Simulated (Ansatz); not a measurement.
An input meant for NbTe2 (charge 0, doublet; atoms displaced at random, 0.03 Å in each coordinate).

```yaml
crystal:
  periodic: [false, false, false]
  atoms:
    - {symbol: Nb, position_ang: [1.495867, 0.241240, -0.018593]}
    - {symbol: D, position_ang: [-0.973021, 1.197205, 0.125807]}
    - {symbol: Te, position_ang: [-0.527073, -1.397526, -0.145676]}
basis:
  gaussian: {orbitals: def2-TZVPP}
magnetization: {spin_polarized: true, initial_magnetization: 1}
hamiltonian: {xc: {name: B97M-V}}
output: {forces: true}
```

```sh
$ ansatz run in.yaml --threads 2 --pin off --events-out ev --progress --plain --max-ram 4352MiB
```

(1) Predict how Ansatz answers.

Results:

(1) The program refused the input. An element symbol is wrong.
```
Error: YAML parse error: error: line 5 column 16: `D` is not an element symbol (H … Og, case-exact)
 --> <input>:5:16
3 |   atoms:
4 |     - {symbol: Nb, position_ang: [1.495867, 0.241240, -0.018593]}
5 |     - {symbol: D, position_ang: [-0.973021, 1.197205, 0.125807]}
6 |     - {symbol: Te, position_ang: [-0.527073, -1.397526, -0.145676]}
7 | basis:
```
